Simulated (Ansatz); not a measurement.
H₄Sn, SMILES [SnH4] (connectivity only; charge and spin as stated), charge +1, multiplicity 2.

The structure is a stationary point at B3LYP-D3(BJ)/def2-TZVPD. A frequency run showed that this geometry is not a minimum. The spin state was assumed, not searched. The isomer is the one that the SMILES or the coordinates give; other isomers of the formula were not compared. The def2 effective core potentials stand for the cores of Sn; spin–orbit coupling is left out.

Two levels are set side by side: PBE/def2-TZVPD (Ansatz, a first-principles code) and ωB97X-V/def2-TZVPD (Ansatz). Energy differences of separate SCF runs at the same geometry; the states with an electron removed or added have multiplicity 1 and 1. Differences are taken from unrounded values.

```tsv
quantity	ωB97X-V
vertical ionisation energy (eV)	17.70
vertical electron affinity (eV)	10.20
```

Task: What does PBE give, and how far is it from ωB97X-V? (Estimate from the structure and the level; the computed values follow.)

Result: 
```json
[
 {"quantity": "vertical ionisation energy (eV)", "PBE": "17.20", "PBE minus ωB97X-V": "-0.49"},
 {"quantity": "vertical electron affinity (eV)", "PBE": "9.75", "PBE minus ωB97X-V": "-0.45"}
]
```
